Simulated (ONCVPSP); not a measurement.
# Ta (Z = 73): excitation energies, all-electron against ONCV

ONCVPSP 4.0.1 input, shortened (lines: element, Z, core and valence counts, functional; n l f; lmax; l rc ep ncon nbas qcut; lloc lpopt rc5 dvloc0; l nproj debl; icmod fcfact rcfact), PBEsol, scalar-relativistic:

```
  Ta 73.00   11    3  -116133      upf
    1    0    2.00
    2    0    2.00
    2    1    6.00
    3    0    2.00
    3    1    6.00
    3    2   10.00
    4    0    2.00
    4    1    6.00
    4    2   10.00
    4    3   14.00
    5    0    2.00
    5    1    6.00
    5    2    3.50
    6    0    1.50
    3
    0    3.05    0.00    4    7    2.10
    1    2.10    0.00    4    7    7.70
    2    2.10    0.00    4    9    8.90
    3    2.30    0.34    4    8    4.80
    2    5    2.10    0.00
    0    1    1.80
    1    3    1.30
    2    0    3.60
    3    3    1.10
    1    0.50    0.00
```

In the p channel the program set the typed energies aside and used -1.418, 0.250, 1.550 Ha.

Energies are relative to the spin-unpolarised reference configuration 5p6 5d3.5 6s1.5; without spin polarisation the order of configurations can differ from experiment.

| valence configuration | charge | ΔE all-electron (eV) | error AE − PS (meV) |
| --- | --- | --- | --- |
| 5p6 5d3 6s2 | 0 | -0.989 | -1.5 |
| 5p6 5d3 6s1 | +1 | 7.517 | -0.5 |
| 5p6 5d3 6s0 | +2 | 22.494 | -24 |
| 5p6 5d3 6s1.5 | +0.5 | 2.489 | +0.5 |

Note: ghosts flagged at negative energy: s at -50.7 eV; GHOST(+) flagged for f at 19.4 eV. A true bound ghost makes a file unfit for plane-wave use.
